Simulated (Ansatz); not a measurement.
Program: Ansatz. Geometries: PBE0-D4/def2-TZVP. ΔE: electronic, gas phase. CBS: MP2 limit from def2 TZ/QZ plus the TZ coupled-cluster correction, frozen cores. Functionals use def2-TZVPP. B3LYP here is the variant with VWN-RPA as its local correlation; programs differ in this. For Ge outer-core shells are correlated without core-valence functions, which leaves a few kJ/mol of doubt a bond. Scalar relativity is left out up to krypton. One conformer a species, not always the lowest.

Consider the cleavage of the Ge–Si bond: `O[SiH](S)[GeH3]` + `BC(=C)O` → `BC(=C)[O][GeH3]` + `O[SiH2]S`.

| level | ΔE (kJ/mol) | difference from CCSD(T)/CBS |
| --- | --- | --- |
| ωB97M-V | -11.7 | -0.8 |
| B2PLYP | -16.3 | -5.4 |
| PBE0 | 2.2 | 13.1 |
| B3LYP | -10.4 | 0.5 |
| MP2/def2-TZVPP | -20.8 | -9.9 |
| SCS-MP2/def2-TZVPP | -26.4 | -15.5 |
| CCSD/def2-TZVPP | -17.2 | -6.3 |
| CCSD(T)/def2-TZVPP | -16.5 | -5.6 |
| HF/CBS(def2) | -33.0 | -22.1 |
| MP2/CBS(def2) | -15.2 | -4.3 |
| CCSD(T)/CBS | -10.9 | 0 |

Largest T1 diagnostic among the species: 0.013.

From PBE to PBE0 (25 % exact exchange), in def2-TZVPP and without D4, ΔE moves by −4.1 kJ/mol. In def2-TZVPP, CCSD(T) changes the Hartree–Fock value by +15.4 kJ/mol (the triples alone add +0.7 kJ/mol) and MP2 by +11.1 kJ/mol.
